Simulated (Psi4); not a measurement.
Pair of molecules, SMILES [SiH4] with SMILES CC#N (the first has 5 atoms); geometry from B3LYP-D3(BJ)/def2-TZVP, rigid monomers moved along the line of their centres of mass till Si1···C7 is 4.11 Å.
(charge 0, multiplicity 1):
```
atom    x (Å)    y (Å)    z (Å)
----  -------  -------  -------
Si     0.1832   0.1384   0.1081
H     -0.2148   0.1674  -1.3192
H     -0.2366  -1.1559   0.6927
H     -0.5145   1.2348   0.8186
H      1.6453   0.3029   0.2248
C     -1.4608  -0.1240   4.3443
C     -0.0158  -0.0437   4.2110
N      1.1258   0.0200   4.0930
H     -1.8987   0.8716   4.2736
H     -1.8715  -0.7451   3.5481
H     -1.7273  -0.5603   5.3070
```

Level of theory: Psi4 1.11 with SAPT0/jun-cc-pV(D+d)Z.

### Question
Which attractive term is largest, and how does the interaction split up?

### Answer
electrostatics -23.2, exchange 21.3, induction -6.4, dispersion -33.4, total -41.7 meV; the largest attraction is dispersion.
